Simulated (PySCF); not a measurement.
C3H7O, SMILES CC(C)[O], multiplicity 2. Atoms are numbered in the order given.

```xyz
11

C      0.0775    -0.6277    -1.2878
C     -0.2923     0.1258     0.0000
C      0.0775    -0.6277     1.2878
O      0.1455     1.4231     0.0000
H      1.1681    -0.7765    -1.3323
H     -0.4068    -1.6159    -1.3239
H     -0.2288    -0.0439    -2.1676
H     -1.4050     0.2655     0.0000
H      1.1681    -0.7765     1.3323
H     -0.4068    -1.6159     1.3239
H     -0.2288    -0.0439     2.1676
```
Charge 0, spin multiplicity 2.

Geometry: TPSSh-D3(BJ)/def2-SVP. The isomer is the one that the SMILES or the coordinates give; other isomers of the formula were not compared.

Method: PBE/def2-TZVP run with PySCF.

The molecule is in vacuum.

Computed frontier levels, dipole moment and polarisability:
```json
{
 "α spin, highest occupied and lowest empty level": "-6.18 and 0.29 eV",
 "β spin, highest occupied and lowest empty level": "-5.75 and -5.04 eV",
 "dipole_moment": "2.16 D",
 "quadrupole, principal values (traceless, Buckingham form, about the centre of nuclear charge)": "-4.59, 1.17, 3.42 D·Å",
 "mean_static_polarisability": "46.0 bohr³ (6.82 Å³)",
 "polarisability_principal_values": "39.3, 46.5, 52.2 bohr³",
 "⟨S²⟩": "0.753 (pure state 0.75)"
}
```
